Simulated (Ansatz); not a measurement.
The same molecule with X = B, Al, Ga, In. Ansatz, PBE0-D4/def2-TZVP geometries, multiplicity 1. Each molecule was computed in one conformer, which needn't be the lowest.

Elements past krypton have def2 core potentials. Scalar relativity is left out up to krypton.

```json
{"X": "Al", "molecule": "`[OH][AlH][Cl]`", "mean X–Cl bond length / Å": "2.096", "mean X–H bond length / Å": "1.563", "mean X–O bond length / Å": "1.684", "zero-point energy (PBE0-D4/def2-TZVP) / kJ/mol": "58.1", "LUMO energy (PBE/def2-TZVPP) / eV": "-1.53", "HOMO energy (PBE0/def2-TZVPP) / eV": "-9.11"}
{"X": "Ga", "molecule": "`[OH][GaH][Cl]`", "mean X–Cl bond length / Å": "2.145", "mean X–H bond length / Å": "1.541", "mean X–O bond length / Å": "1.772", "zero-point energy (PBE0-D4/def2-TZVP) / kJ/mol": "57.4", "LUMO energy (PBE/def2-TZVPP) / eV": "-1.92", "HOMO energy (PBE0/def2-TZVPP) / eV": "-8.95"}
{"X": "In", "molecule": "`[OH][InH][Cl]`", "mean X–Cl bond length / Å": "2.333", "mean X–H bond length / Å": "1.688", "mean X–O bond length / Å": "1.968", "zero-point energy (PBE0-D4/def2-TZVP) / kJ/mol": "53.5", "LUMO energy (PBE/def2-TZVPP) / eV": "-2.29", "HOMO energy (PBE0/def2-TZVPP) / eV": "-8.64"}
```

**Question.** Give the row for X = B, `OBCl`. (An estimate is asked.)

**Answer.** Computed: 
| X | molecule | mean X–Cl bond length / Å | mean X–H bond length / Å | mean X–O bond length / Å | zero-point energy (PBE0-D4/def2-TZVP) / kJ/mol | LUMO energy (PBE/def2-TZVPP) / eV | HOMO energy (PBE0/def2-TZVPP) / eV |
| --- | --- | --- | --- | --- | --- | --- | --- |
| B | `OBCl` | 1.766 | 1.189 | 1.340 | 76.1 | -1.40 | -9.15 |

From B to In the mean X–Cl bond length rises at each step, by 0.567 Å in all; the mean X–H bond length isn't monotonic: highest at In, lowest at B; the mean X–O bond length rises at each step, by 0.628 Å in all; the zero-point energy (PBE0-D4/def2-TZVP) falls at each step, by 22.6 kJ/mol in all; the LUMO energy (PBE/def2-TZVPP) falls at each step, by 0.89 eV in all; the HOMO energy (PBE0/def2-TZVPP) rises at each step, by 0.51 eV in all. Bonds lengthen as the atom grows down the group.
